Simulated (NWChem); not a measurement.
Everything below was run with NWChem. System: HCl2Ge, charge 0, spin multiplicity 2, at a geometry optimised with UPBE0/def2-SVP. The structure started from a generated list of species. Its SCF solution wasn't tested for a lower state. Level: UHF/def2-TZVP.

Output (cleaned and shortened):

```
             Northwest Computational Chemistry Package (NWChem) 7.3.0
             --------------------------------------------------------

                                NWChem Input Module
                                -------------------

 Scaling coordinates for geometry "geometry" by  1.889725989
 (inverse scale =  0.529177249)

 Turning off AUTOSYM since
 SYMMETRY directive was detected!

                             Geometry "geometry" -> ""
                             -------------------------

 Output coordinates in angstroms (scale by  1.889725989 to convert to a.u.)

  No.       Tag          Charge          X              Y              Z
 ---- ---------------- ---------- -------------- -------------- --------------
    1 Cl                  17.0000    -0.55056000    -0.31914100     1.75394900
    2 Ge                  32.0000     0.52549400     0.35085300     0.00000000
    3 Cl                  17.0000    -0.55056000    -0.31914100    -1.75394900
    4 H                    1.0000     1.90325800    -0.37650400     0.00000000

 Effective nuclear repulsion energy (a.u.)     326.4790443289

            Nuclear Dipole moment (a.u.)
            ----------------------------
        X                 Y               Z
 ---------------- ---------------- ----------------
     0.0000491329    -0.0000037795     0.0000000000

      Symmetry information
      --------------------

 Group name             Cs
 Group number              2
 Group order               2
 No. of unique centers     3

      Symmetry unique atoms

     1    2    4


 Summary of "ao basis" -> "" (spherical)
 ------------------------------------------------------------------------------
       Tag                 Description            Shells   Functions and Types
 ---------------- ------------------------------  ------  ---------------------
 *                         def2-tzvp                  on all atoms

 Summary of "ao basis" -> "ao basis" (spherical)
 ------------------------------------------------------------------------------
       Tag                 Description            Shells   Functions and Types
 ---------------- ------------------------------  ------  ---------------------
 Cl                        def2-tzvp                13       37   5s5p2d1f
 Ge                        def2-tzvp                16       48   6s5p4d1f
 H                         def2-tzvp                 4        6   3s1p

                                 NWChem SCF Module
                                 -----------------

  ao basis        = "ao basis"
  functions       =   128
  atoms           =     4
  alpha electrons =    34
  beta  electrons =    33
  charge          =   0.00
  wavefunction    = UHF
  use symmetry    = T
  symmetry adapt  = T

 Summary of "ao basis" -> "ao basis" (spherical)
 ------------------------------------------------------------------------------
       Tag                 Description            Shells   Functions and Types
 ---------------- ------------------------------  ------  ---------------------
 Cl                        def2-tzvp                13       37   5s5p2d1f
 Ge                        def2-tzvp                16       48   6s5p4d1f
 H                         def2-tzvp                 4        6   3s1p

      Symmetry analysis of basis
      --------------------------

        a'         74
        a"         54

 Forming initial guess at       0.1s

   Symmetry analysis of molecular orbitals - initial alpha
   -------------------------------------------------------

  Numbering of irreducible representations:

     1 a'          2 a"

  Orbital symmetries:

     1 a'          2 a'          3 a"          4 a'          5 a'
     6 a"          7 a'          8 a'          9 a"         10 a"
    11 a'         12 a"         13 a'         14 a"         15 a'
    16 a'         17 a'         18 a"         19 a'         20 a"
    21 a'         22 a'         23 a'         24 a"         25 a'
    26 a"         27 a'         28 a'         29 a"         30 a'
    31 a"         32 a'         33 a"         34 a'         35 a'
    36 a"         37 a'         38 a'         39 a'         40 a"
    41 a'         42 a"         43 a'         44 a"
[...]
              MO Center=  1.1D+00,  6.1D-02,  3.5D-11, r^2= 5.1D+00
   Bfn.  Coefficient  Atom+Function         Bfn.  Coefficient  Atom+Function
  ----- ------------  ---------------      ----- ------------  ---------------
   125      2.167377  4 H  s                 56     -1.377740  2 Ge px
    43     -1.222100  2 Ge s                 57      0.822769  2 Ge py
    42     -0.307064  2 Ge s                 18      0.197971  1 Cl px
   103      0.197971  3 Cl px                41      0.151761  2 Ge s
    53     -0.150536  2 Ge px

                     UHF Final Beta Molecular Orbital Analysis
                     -----------------------------------------

 Vector   31  Occ=1.000000D+00  E=-4.666626D-01  Symmetry=a"
              MO Center= -5.1D-01, -3.0D-01,  1.1D-12, r^2= 4.2D+00
   Bfn.  Coefficient  Atom+Function         Bfn.  Coefficient  Atom+Function
  ----- ------------  ---------------      ----- ------------  ---------------
    16      0.336499  1 Cl py               101     -0.336499  3 Cl py
    19      0.223563  1 Cl py               104     -0.223563  3 Cl py
    15     -0.179898  1 Cl px               100      0.179898  3 Cl px
    13      0.153476  1 Cl py                98     -0.153476  3 Cl py

 Vector   32  Occ=1.000000D+00  E=-4.607830D-01  Symmetry=a"
              MO Center= -5.0D-01, -2.9D-01,  2.8D-13, r^2= 4.3D+00
   Bfn.  Coefficient  Atom+Function         Bfn.  Coefficient  Atom+Function
  ----- ------------  ---------------      ----- ------------  ---------------
    17      0.310475  1 Cl pz               102      0.310475  3 Cl pz
    20      0.205774  1 Cl pz               105      0.205774  3 Cl pz
    15      0.200854  1 Cl px               100     -0.200854  3 Cl px

 Vector   33  Occ=1.000000D+00  E=-4.599854D-01  Symmetry=a'
              MO Center= -3.4D-02, -2.6D-01, -8.7D-13, r^2= 4.4D+00
   Bfn.  Coefficient  Atom+Function         Bfn.  Coefficient  Atom+Function
  ----- ------------  ---------------      ----- ------------  ---------------
    15      0.339362  1 Cl px               100      0.339362  3 Cl px
    18      0.229937  1 Cl px               103      0.229937  3 Cl px
    53     -0.168725  2 Ge px               124     -0.159525  4 H  s
    12      0.156843  1 Cl px                97      0.156843  3 Cl px

 Vector   34  Occ=0.000000D+00  E=-3.864536D-03  Symmetry=a'
              MO Center=  5.2D-01,  6.9D-01,  2.0D-14, r^2= 3.4D+00
   Bfn.  Coefficient  Atom+Function         Bfn.  Coefficient  Atom+Function
  ----- ------------  ---------------      ----- ------------  ---------------
    43      0.744016  2 Ge s                 57      0.481014  2 Ge py
   125     -0.268140  4 H  s                 42      0.242595  2 Ge s
    54      0.235958  2 Ge py                19     -0.199648  1 Cl py
   104     -0.199648  3 Cl py                41     -0.159794  2 Ge s

 Vector   35  Occ=0.000000D+00  E= 1.188908D-01  Symmetry=a'
              MO Center=  4.7D-01, -1.6D-02,  3.7D-13, r^2= 5.0D+00
   Bfn.  Coefficient  Atom+Function         Bfn.  Coefficient  Atom+Function
  ----- ------------  ---------------      ----- ------------  ---------------
    43      1.080596  2 Ge s                 57     -0.790769  2 Ge py
   125     -0.586188  4 H  s                 56     -0.500479  2 Ge px
     5     -0.470049  1 Cl s                 90     -0.470049  3 Cl s
    20      0.463622  1 Cl pz               105     -0.463622  3 Cl pz
    42      0.334352  2 Ge s                 41     -0.185610  2 Ge s

 Vector   36  Occ=0.000000D+00  E= 1.294743D-01  Symmetry=a"
              MO Center=  7.1D-01,  3.3D-01, -7.6D-14, r^2= 5.0D+00
   Bfn.  Coefficient  Atom+Function         Bfn.  Coefficient  Atom+Function
  ----- ------------  ---------------      ----- ------------  ---------------
    58      1.364445  2 Ge pz                 5     -0.604576  1 Cl s
    90      0.604576  3 Cl s                 18     -0.343266  1 Cl px
   103      0.343266  3 Cl px                20      0.257546  1 Cl pz
   105      0.257546  3 Cl pz                55      0.247401  2 Ge pz
    19     -0.191102  1 Cl py               104      0.191102  3 Cl py

 center of mass
 --------------
 x =   0.02946452 y =   0.04221575 z =   0.00000000

 moments of inertia (a.u.)
 ------------------
         826.506252546763         -89.794077474348           0.000000000000
         -89.794077474348         929.833015972344           0.000000000000
           0.000000000000           0.000000000000         219.696433508465

  Mulliken analysis of the total density
  --------------------------------------

    Atom       Charge   Shell Charges
 -----------   ------   -------------------------------------------------------
    1 Cl  17    17.37   2.01  0.45  1.52  1.09  0.88  4.18  1.69  1.06  2.89  1.56  0.01  0.03  0.00
    2 Ge  32    31.31   2.00  2.00  1.16  0.80  0.85  0.49  5.98  4.42  1.57  1.17  0.55  8.93  1.08  0.10  0.15  0.05
    3 Cl  17    17.37   2.01  0.45  1.52  1.09  0.88  4.18  1.69  1.06  2.89  1.56  0.01  0.03  0.00
    4 H    1     0.96   0.22  0.56  0.16  0.01

  Mulliken analysis of the alpha density
  --------------------------------------

    Atom       Charge   Shell Charges
 -----------   ------   -------------------------------------------------------
    1 Cl  17     8.72   1.01  0.22  0.76  0.55  0.44  2.09  0.84  0.54  1.47  0.78  0.00  0.01  0.00
    2 Ge  32    16.02   1.00  1.00  0.58  0.39  0.49  0.30  2.99  2.22  0.78  0.72  0.38  4.46  0.55  0.06  0.08  0.02
    3 Cl  17     8.72   1.01  0.22  0.76  0.55  0.44  2.09  0.84  0.54  1.47  0.78  0.00  0.01  0.00
    4 H    1     0.54   0.12  0.32  0.10  0.00

   Mulliken analysis of the beta density
   -------------------------------------

    Atom       Charge   Shell Charges
 -----------   ------   -------------------------------------------------------
    1 Cl  17     8.65   1.01  0.22  0.76  0.54  0.44  2.09  0.85  0.52  1.42  0.79  0.00  0.01  0.00
    2 Ge  32    15.29   1.00  1.00  0.58  0.40  0.36  0.19  2.99  2.20  0.79  0.44  0.17  4.47  0.54  0.05  0.07  0.02
    3 Cl  17     8.65   1.01  0.22  0.76  0.54  0.44  2.09  0.85  0.52  1.42  0.79  0.00  0.01  0.00
    4 H    1     0.41   0.10  0.24  0.07  0.00

   Mulliken analysis of the spin density
   -------------------------------------

    Atom       Charge   Shell Charges
 -----------   ------   -------------------------------------------------------
    1 Cl  17     0.07   0.00  0.00 -0.00  0.00 -0.00  0.00 -0.00  0.02  0.05 -0.01  0.00 -0.00  0.00
    2 Ge  32     0.73   0.00  0.00  0.01 -0.01  0.12  0.11  0.00  0.01 -0.01  0.28  0.21 -0.01  0.01  0.01  0.01  0.00
    3 Cl  17     0.07   0.00  0.00 -0.00  0.00 -0.00  0.00 -0.00  0.02  0.05 -0.01  0.00 -0.00  0.00
    4 H    1     0.13   0.03  0.08  0.03  0.00

       Multipole analysis of the density wrt the origin
       ------------------------------------------------

     L   x y z        total         alpha         beta         nuclear
     -   - - -        -----         -----         ----         -------
     0   0 0 0     -0.000000    -34.000000    -33.000000     67.000000

     1   1 0 0      0.718487     -0.142000      0.860438      0.000049
     1   0 1 0      0.443136     -0.517482      0.960622     -0.000004
     1   0 0 1      0.000000      0.000000     -0.000000      0.000000

     2   2 0 0    -31.619027    -58.305446    -54.608688     81.295107
     2   1 1 0      0.297985    -20.540219    -19.005252     39.843456
     2   1 0 1      0.000000      0.000000      0.000000      0.000000
     2   0 2 0    -31.833303    -32.356458    -26.416308     26.939463
     2   0 1 1      0.000000      0.000000      0.000000      0.000000
     2   0 0 2    -35.280532   -205.978896   -202.818755    373.517119

 Task  times  cpu:       10.3s     wall:       10.3s

 Total times  cpu:       10.3s     wall:       10.3s
```

Task: Write an NWChem input that would produce this output.

Result: Several could match; the one computed here: 
```
start mol
memory heap 200 mb stack 900 mb global 1100 mb
geometry units angstroms nocenter noautoz
  Cl    -0.550560    -0.319141     1.753949
  Ge     0.525494     0.350853     0.000000
  Cl    -0.550560    -0.319141    -1.753949
  H      1.903258    -0.376504     0.000000
  symmetry group Cs
end
basis spherical
  * library def2-tzvp
end
scf
  uhf
  nopen 1
  maxiter 100
  thresh 1e-7
  semidirect memsize 60000000 filesize 0
  # guess.movecs holds the orbitals of an unrestricted PBE0 run
  vectors input guess.movecs output mol.movecs
end
task scf energy
```
